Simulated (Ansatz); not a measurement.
(BeTe)2 ring (Be2Te2). The state is a singlet with charge 0. Geometry PBE0-D4/def2-TZVP, basis def2-TZVP, Ansatz.

```csv
atom,x (Å),y (Å),z (Å)
Be1,-0.6474,0.0530,0.8135
Te2,-1.5355,0.3649,-1.2457
Be3,0.6474,-0.0530,-0.8135
Te4,1.5355,-0.3649,1.2457
```

```json
{"run": "A", "HOMO (eV)": "-5.95", "LUMO (eV)": "-3.06"}
{"run": "B", "HOMO (eV)": "-6.18", "LUMO (eV)": "-2.88"}
{"run": "C", "HOMO (eV)": "-5.29", "LUMO (eV)": "-3.59"}
{"run": "D", "HOMO (eV)": "-8.46", "LUMO (eV)": "-0.99"}
{"run": "E", "HOMO (eV)": "-5.50", "LUMO (eV)": "-3.30"}
{"run": "F", "HOMO (eV)": "-5.08", "LUMO (eV)": "-3.47"}
```

In the def2 sets Te takes a core potential; there is no spin–orbit coupling. LC-ωPBE has ω = 0.4 bohr⁻¹. B3LYP takes the VWN-RPA correlation.

**Question.** The runs used B3LYP, BLYP, LC-ωPBE, PBE, PBE0, r2SCAN. Estimate which is which.

**Answer.** A B3LYP (20 % exact exchange); B PBE0 (25 % exact exchange); C PBE (0 % exact exchange); D LC-ωPBE (range-separated); E r2SCAN (0 % exact exchange); F BLYP (0 % exact exchange). Exact exchange lowers occupied and raises empty levels; among semilocal functionals meta-GGAs tend to open the gap a little, and such runs are hard to tell apart. The gap grows from 1.61 eV (BLYP) to 7.48 eV (LC-ωPBE).
